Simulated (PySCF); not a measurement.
## Working out the ionisation energy of Sn⁺

Sn⁺ [Kr] 4d10 5s2 5p1 (2P) → Sn²⁺ [Kr] 4d10 5s2 (1S). All numbers are calculated (PySCF 2.14, a scalar-relativistic core potential, in cc-pVDZ-PP with ECP28MDF (4s3p2d, 23 functions)). Frozen: 4s2 4p6 4d10. Energies in hartree (1 hartree = 27.21139 eV):

```json
{"part": "UHF", "Sn⁺ (lower)": "-213.082772", "Sn²⁺ (upper)": "-212.578731"}
{"part": "CCSD correlation", "Sn⁺ (lower)": "-0.039759", "Sn²⁺ (upper)": "-0.032506"}
{"part": "(T)", "Sn⁺ (lower)": "-0.000356", "Sn²⁺ (upper)": "0.000000"}
```

What does Hartree-Fock give?

(-212.578731) − (-213.082772) = 0.504041 hartree = 13.716 eV.

What do CCSD and CCSD(T) give?

The CCSD correlation energies differ by 0.007253 hartree = 0.197 eV and the triples by 0.000356 hartree = 0.010 eV, so CCSD gives 13.913 eV and CCSD(T) 13.923 eV.

Measured between the centres of the two terms (NIST): 14.282 eV, so CCSD(T) (valence) is off by -0.359 eV.

A double-zeta basis recovers only part of the correlation energy.

What remains against the reference includes basis incompleteness, the frozen core and higher excitations.
